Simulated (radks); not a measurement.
Values are calculated unless marked as measured or tabulated.
Initial-state core-level shifts of the zinc ion Zn3+ when its valence configuration changes from [Ar] 3d9. Level of theory: scalar-relativistic Kohn-Sham, PBE, spin-polarised, spherical densities, finite nucleus; open shells are filled with parallel spins first; Fermi nuclear charge, rms radius 3.9283 fm (a radial shooting solver on a logarithmic mesh with Libxc functionals). Shifts are changes of the shell-averaged eigenvalues in eV (positive: less bound); the change of the density at the nucleus, which sets a Mossbauer isomer shift, is in e/bohr^3, on a base of 2.533e+04.

\begin{tabular}{lrrrrr}
valence & 1s & 2p & 3s & 3p & density at nucleus \\ \hline
3d7 4p2 & -23.364 & -25.502 & -21.433 & -20.941 & +9.100 \\
3d6 4s1 4p2 & -34.936 & -38.429 & -31.281 & -30.548 & +40.116 \\
3d8 4s1 & -9.863 & -10.887 & -9.118 & -8.887 & +24.401 \\
3d6.5 4s0.5 4p2 & -29.039 & -31.838 & -26.315 & -25.702 & +23.914 \\
3d8.5 4s0.5 & -4.807 & -5.297 & -4.487 & -4.374 & +11.555 \\
3d7 4s2 & -20.874 & -23.044 & -18.936 & -18.469 & +52.848 \\
3d8 4p1 & -11.288 & -12.263 & -10.551 & -10.311 & +4.072 \\
3d7.5 4s1.5 & -15.251 & -16.830 & -13.966 & -13.619 & +38.040 \\
3d7 4s1 4p1 & -22.032 & -24.204 & -20.092 & -19.609 & +31.743 \\
\end{tabular}
